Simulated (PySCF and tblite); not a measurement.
Values are calculated unless marked as measured or tabulated.
C5H10ClFSi, numbered as in [F:1][Si@@H:2]1[CH2:3][CH2:4][CH2:5][CH2:6][C@@H:7]1[Cl:8].

Conformers came from 60 starts (ETKDG and KDG, MMFF94s, GFN2-xTB); geometries are GFN2-xTB. Weights use B3LYP-D3(BJ)/def2-SVP (IEF-PCM, acetone) energies plus GFN2-xTB zero-point and thermal terms (modes under about 100 cm⁻¹ blended into free rotors). Symmetry numbers and mirror images are counted. Conformers within 2.5 kcal/mol (GFN2-xTB free energy) were kept, 6 at most. Of two unlike H on one atom, a is the less shielded (mPW1PW91/pcSseg-1 (IEF-PCM, acetone)). (PySCF 2.14, tblite 0.8.)

An NOE distance is ⟨r⁻⁶⟩^(−1/6) over all pairs of like atoms and, for the average, over conformers.

The 6-ring runs over atoms 2–3–4–5–6–7.

| conformer | shape | weight % |
| --- | --- | --- |
| 1 | 6-ring chair (Cl8 axial) | 56.7 |
| 2 | 6-ring chair (F1 axial) | 43.3 |

Question: Which H–H contacts under 3.5 Å would NOEs report (pairs on one atom left out) at 298.15 K?

Answer: 
| pair | in 1 (Å) | in 2 (Å) | average (Å) |
| --- | --- | --- | --- |
| H6a ··· H7 | 2.44 | 2.45 | 2.45 |
| H3a ··· H4a | 2.46 | 2.46 | 2.46 |
| H3b ··· H4b | 2.48 | 2.44 | 2.46 |
| H4b ··· H5b | 2.52 | 2.53 | 2.52 |
| H4a ··· H5a | 2.52 | 2.52 | 2.52 |
| H5a ··· H6b | 2.51 | 2.53 | 2.52 |
| H5b ··· H6a | 2.52 | 2.54 | 2.53 |
| H5b ··· H6b | 2.39 | 3.05 | 2.55 |
| H4a ··· H5b | 2.39 | 3.05 | 2.56 |
| H3b ··· H4a | 2.46 | 3.05 | 2.62 |
| H6b ··· H7 | 2.46 | 3.05 | 2.62 |
| H4b ··· H5a | 3.05 | 2.39 | 2.63 |
| H5a ··· H6a | 3.05 | 2.39 | 2.63 |
| H3a ··· H4b | 3.05 | 2.48 | 2.70 |
| H4b ··· H6a | 2.50 | 4.27 | 2.73 |
| H3a ··· H5a | 2.54 | 4.28 | 2.77 |
| H4a ··· H6b | 4.26 | 2.45 | 2.80 |
| H5b ··· H7 | 4.27 | 2.53 | 2.89 |
| H3b ··· H5b | 4.28 | 2.57 | 2.93 |
| H2 ··· H7 | 3.00 | 3.08 | 3.04 |
| H2 ··· H3b | 3.07 | 3.12 | 3.09 |
| H2 ··· H3a | 3.71 | 3.25 | 3.46 |
| H2 ··· H6a | 3.21 | 4.95 | 3.49 |

Longer pairs under the limit may be missing.


Conformer gaps in def2-SVP on xTB geometries can be 2 kcal/mol too large for S=O, P=O and other polar bonds.